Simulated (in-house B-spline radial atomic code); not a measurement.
Ionising Rb IV (Rb3+) with different functionals

Computed with a radial B-spline atomic code at the basis-set limit: non-relativistic Hamiltonian, point nucleus, spin-polarised at highest spin, spherical fractional occupations for the functionals, the average over the highest-spin determinants for Hartree-Fock. The ionisation energy is the difference of two self-consistent energies, [Ar] 3d10 4s2 4p4 → [Ar] 3d10 4s2 4p3, without Breit or QED terms; ε is the level of the shell that loses the electron (its least bound occupied spin orbital). There is no spin-orbit coupling in this Hamiltonian.

Hybrids are left out here: with spherical fractional occupations of an open shell their exact exchange keeps a self-interaction that integer-occupation calculations don't have.

```
           method          rung  ΔSCF (eV)  -ε(4p) (eV)
     Hartree-Fock  Hartree-Fock      50.27        50.85
         LDA VWN5           LDA      52.11        45.73
         LDA PW92           LDA      52.11        45.74
LDA exchange-only           LDA      50.06        43.86
              PBE           GGA      51.61        45.34
           PBEsol           GGA      51.62        45.37
             BLYP           GGA      51.70        45.30
             RPBE           GGA      51.44        45.24
             PW91           GGA      51.74        45.46
             BP86           GGA      51.85        45.53
             AM05           GGA      51.62        45.37
             OLYP           GGA      51.29        45.17
             TPSS      meta-GGA      51.54        45.38
             SCAN      meta-GGA      51.42        45.41
           r2SCAN      meta-GGA      51.37        45.40
            M06-L      meta-GGA      51.16        44.96
          revTPSS      meta-GGA      51.48        45.35
```

(1) How do they compare with the NIST value?

Answers

(1) NIST lists 52.2 eV ± 0.25 (semi-empirical, ground level to ground level). Errors run from -2.14 to -0.09 eV; LDA PW92 is closest (-0.09 eV), though others lie within the uncertainty of it, and part of that can be cancellation, since the calculations leave out relativity, Breit-QED terms, multiplet and fine-structure energies. Hartree-Fock also lacks correlation.
